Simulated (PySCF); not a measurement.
## GeCl₄: one-bond stretch

Method: PySCF, PBE0, basis Ge def2-SVP, Cl def2-SVP (no relativity, density fitting).

Rigid scan from the singlet minimum (Ge–Cl 2.126 Å (×4); Cl–Ge–Cl 109.5° (×6)). Coordinate: the bond from Ge to the last atom (Cl) scaled, the rest fixed. Energies in kJ/mol from the minimum.

(1) Predict the curve at 0.92, 0.96, 1.00, 1.05, 1.12, 1.20, 1.35, 1.55, 1.80, 2.20.

Answers

(1) 
```tsv
scale of one bond	E (kJ/mol)	dipole size (D)
0.92	33.0	0.78
0.96	7.2	0.39
1.00	0.0	0.00
1.05	8.5	0.48
1.12	39.8	1.13
1.20	88.5	1.82
1.35	185.3	2.93
1.55	294.2	–
1.80	389.4	–
2.20	469.0	–
```

At long bonds a restricted determinant can lie too high, and another spin state can fall below this curve.

Other isomers or separated fragments may lie lower.

The scan took 26 s on 2 threads of a shared Arm Neoverse V2 host; the process peaked at 1.3 GiB. Launch command: `OMP_NUM_THREADS=2 python axn.py task.json out`.
